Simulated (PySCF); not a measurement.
Excitations are Tamm–Dancoff values on a coarser integration grid. The basis has no diffuse functions, so Rydberg states are missing or too high.

Cartesian coordinates (Å):
```xyz
17

C     -3.0983     0.0143     0.2465
C     -1.7633     0.7434     0.0855
Sn    -0.0305    -0.5851     0.0617
C      1.8326     0.5300    -0.1689
C      3.0786    -0.3552    -0.2308
H     -3.9487     0.7184     0.2533
H     -3.1416    -0.5560     1.1891
H     -3.2753    -0.7005    -0.5740
H     -1.6037     1.4646     0.9037
H     -1.7371     1.3208    -0.8531
H     -0.1886    -1.7097    -1.2438
H      0.0192    -1.4879     1.5369
H      1.8895     1.2371     0.6749
H      1.7317     1.1377    -1.0830
H      3.9985     0.2441    -0.3470
H      3.0391    -1.0575    -1.0797
H      3.1977    -0.9584     0.6844
```
Charge 0, spin multiplicity 1.

### Question
What is the computed dipole moment, HOMO–LUMO gap, S1 excitation (TDA), HOMO, LUMO, S1 oscillator strength, brightest of the four lowest singlets (TDA) and total energy (ωB97X-D3(BJ)/def2-TZVP // B3LYP-D3(BJ)/def2-SVP (PySCF))?

### Answer

```yaml
dipole_moment: 0.97 D
HOMO–LUMO gap: 11.82 eV
S1 excitation (TDA): 7.41 eV
HOMO: -9.64 eV
LUMO: 2.18 eV
S1 oscillator strength: 0.057
brightest of the four lowest singlets (TDA): 7.41 eV
total_energy: -374.1725 Ha
```
